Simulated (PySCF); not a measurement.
C₄H₈BCl₂ (charge +1).
Structure used (GFN2-xTB), in Å, numbered top down from 1:
```
atom  x, y, z in Å
C1    -1.3705    0.2328    0.8516
C2    -0.4155    0.1327   -0.2370
C3    -0.7191   -0.6911   -1.3983
C4     0.8576    0.7875   -0.1322
B5     1.9249   -0.1456    0.7721
Cl6    1.4552   -0.6060    2.3350
Cl7    3.4132   -0.5185    0.0793
H8    -2.3045   -0.2867    0.6576
H9    -1.5691    1.2698    1.1272
H10   -0.8934   -0.1909    1.7486
H11   -1.3916   -0.1176   -2.0483
H12   -1.2815   -1.5855   -1.1289
H13    0.1603   -0.9440   -1.9852
H14    1.3223    0.9546   -1.1014
H15    0.8072    1.7164    0.4380
```

The closed-shell SCF was solved with PySCF and density fitting under several settings on one GFN2-xTB geometry (grid level 2 and gas phase unless stated).

| settings | basis functions | SCF cycles | E (Eh) | HOMO (eV) | LUMO (eV) |
| --- | --- | --- | --- | --- | --- |
| PBE0/pcSseg-1 | 173 | 12 | -1101.6877 | -13.58 | -8.21 |
| PBE0/def2-SVPD | 218 | 12 | -1101.3597 | -13.51 | -8.10 |
| WP04/def2-SVP, IEF-PCM dichloromethane, energy threshold 1e-08 Eh, fitting basis def2-universal-jkfit | 146 | 9 | -1115.1035 | -11.12 | -6.30 |

Q: Estimate the row for these settings: PBE0/def2-SVPD, IEF-PCM tetrahydrofuran, grid level 4, start guess atom.

A: 
```
                                                               settings  basis functions  SCF cycles      E (Eh)  HOMO (eV)  LUMO (eV)
PBE0/def2-SVPD, IEF-PCM tetrahydrofuran, grid level 4, start guess atom              218          10  -1101.4355     -10.16      -4.22
```

Q: Over all rows, what range does the HOMO–LUMO gap span?

A: From 4.82 eV (WP04/def2-SVP, IEF-PCM dichloromethane, energy threshold 1e-08 Eh, fitting basis def2-universal-jkfit) to 5.94 eV (PBE0/def2-SVPD, IEF-PCM tetrahydrofuran, grid level 4, start guess atom). The functional of the narrowest has 12 % exact exchange, that of the widest 25 % exact exchange.

Q: Compare two rows with the functional PBE0: PBE0/pcSseg-1 and PBE0/def2-SVPD. Which energy is lower, and by how much?

A: PBE0/pcSseg-1 (173 functions) lies 0.3280 Eh or 206 kcal/mol below PBE0/def2-SVPD (218 functions). The smaller set gives the lower energy; the two sets aren't nested, so the variational bound doesn't order them by size.

Whole jobs, the steps after the SCF included, on one thread of an Arm Neoverse V1 (shared host):

| settings | work after the SCF | wall time | peak memory |
| --- | --- | --- | --- |
| PBE0/pcSseg-1 | shieldings, charges and field gradients | 21 s | 0.77 GiB |
| PBE0/def2-SVPD | 6 singlets by full TDDFT, 2 Tamm–Dancoff triplets, polarisability | 29 s | 0.87 GiB |
| WP04/def2-SVP, IEF-PCM dichloromethane, energy threshold 1e-08 Eh, fitting basis def2-universal-jkfit | spin–spin couplings from 13 perturbed nuclei, spin–dipole term for 1 of them | 24 s | 0.90 GiB |
| PBE0/def2-SVPD, IEF-PCM tetrahydrofuran, grid level 4, start guess atom | 12 singlets by TDA, polarisability | 51 s | 0.94 GiB |

Cycle counts include a coarse-grid stage where the run had one. WP04 was designed for NMR shieldings or shifts; total energies of different functionals aren't comparable. The species at its GFN2-xTB geometry (one conformer only).
